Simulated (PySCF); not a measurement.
**Question.** Give a PBE0-D3(BJ)/def2-SVP geometry of `C=C(C)C#CC(Cl)(Cl)Cl`.

**Answer.** 
```xyz
14
C6H5Cl3 angstrom
C     -1.582   -1.070    1.187
C     -0.783   -0.024    0.913
C     -0.884    1.305    1.608
C      0.232   -0.140   -0.087
C      1.107   -0.193   -0.928
C      2.141   -0.275   -1.929
Cl     3.734    0.087   -1.200
Cl     2.187   -1.916   -2.632
Cl     1.828    0.905   -3.236
H     -2.361   -0.991    1.949
H     -1.476   -2.020    0.659
H     -1.688    1.296    2.356
H     -1.085    2.109    0.883
H      0.063    1.555    2.111
```

Any rigid rotation of these coordinates is as good. Atoms count from 1 in this order. The 5 C–C bonds span 1.215 Å (C4≡C5, drawn triple) to 1.503 Å (C2–C3, drawn single), a spread of 0.288 Å. All 3 C–Cl bonds measure 1.786 to 1.789 Å. Of the pairs four or more bonds apart, H10···H12 is among the closest relative to their van der Waals radii: 2.42 Å, 101 % of the sum of Bondi's values.

Bonds between heavy atoms (Å): C1=C2 1.345, C2–C3 1.503, C2–C4 1.429, C4≡C5 1.215, C5–C6 1.442, C6–Cl7 1.788, C6–Cl8 1.786, C6–Cl9 1.789.

Level of theory: PySCF 2.14.0, PBE0-D3(BJ)/def2-SVP geometry optimisation, gas phase.

No frequency check.
